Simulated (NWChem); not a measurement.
## Total energies of H$_{4}$AlClS

```xyz
7

Al    -0.6841    -0.7218    -0.4927
H     -0.3535    -2.2247    -0.1231
H     -2.1562    -0.1612    -0.6455
Cl     0.8462     0.3450    -1.5603
S     -0.2453     0.2650     1.8937
H      1.0995     0.1024     1.8863
H     -0.1569     1.5620     1.5129
```
Charge 0, spin multiplicity 1.

The numbers come from NWChem runs, not from measurements. Structure: optimised with B3LYP/def2-SVP, a minimum by its harmonic frequencies.

Basis set: 6-311G** (102 functions).

| method | total energy (Ha) | relative cost |
|---|---|---|
| RHF | -1101.36705 | 1 |
| MP2 | -1101.72237 | under 3 |
| B2PLYP | -1102.89666 | under 3 |
| PBE | -1102.80516 | under 3 |
| B3LYP | -1103.37598 | under 3 |
| PBE0 | -1102.90256 | under 3 |
| CCSD(T) | -1101.77998 | 50 |

Total energies of different functionals aren't comparable as a measure of quality: only differences taken within one method are. Costs are rough ratios of processor time within this set of runs, SCF included, with RHF as 1.

The correlated methods keep 15 core orbitals frozen. B3LYP has NWChem's definition, with VWN1-RPA local correlation. The Pople sets run with spherical d functions. The structure started from a generated list of species. Coupled-cluster values serve here as a point of comparison, not as the truth.
